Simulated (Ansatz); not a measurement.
Isolated molecules relaxed with PBE0-D4/def2-TZVP in Ansatz; ΔE leaves out vibrations. CCSD(T)/CBS adds triple-zeta CCSD(T) − MP2 to the extrapolated MP2 energy (def2 sets, frozen cores). This one scheme is used for every species, atoms too. DFT in def2-TZVPP. No spin–orbit coupling; open shells (•) take unrestricted orbitals. Spin–orbit coupling would lower the free atoms: a little for F. Bonds to Ga are less sure, by a few kJ/mol each and by 10 to 20 or more in all where they break to atoms, as the def2 sets lack core-valence functions. Scalar relativity is left out up to krypton. Each species was taken in one conformer, which may not be the lowest.

Consider the homolysis of the F–Ga bond: `[NH2][Ga]([F])[O][SiH3]` → F• + `[NH2][Ga][O][SiH3]`•.

Task: What is ΔE at CCSD(T)/CBS? (Estimate.)

Result: The calculation gave: +134.4 kcal/mol.

Task: What do these levels give: PBE, CAM-B3LYP, SCS-MP2/def2-TZVPP, CCSD(T)/def2-TZVPP, HF/def2-QZVPP, MP2/def2-QZVPP? (An estimate is asked.)

Result: The calculation gave: PBE 129.3, CAM-B3LYP 130.2, SCS-MP2/def2-TZVPP 134.2, CCSD(T)/def2-TZVPP 130.0, HF/def2-QZVPP 94.7, MP2/def2-QZVPP 140.2 kcal/mol.

Largest T1 diagnostic among the species: 0.016.

In def2-TZVPP, CCSD(T) changes the Hartree–Fock value by +35.8 kcal/mol (the triples alone add +2.0 kcal/mol) and MP2 by +43.3 kcal/mol; breaking electron pairs costs correlation energy, which Hartree–Fock lacks. From PBE to PBE0 (25 % exact exchange), in def2-TZVPP and without D4, ΔE moves by −3.3 kcal/mol: exact exchange takes away binding that semilocal exchange gives to molecules.
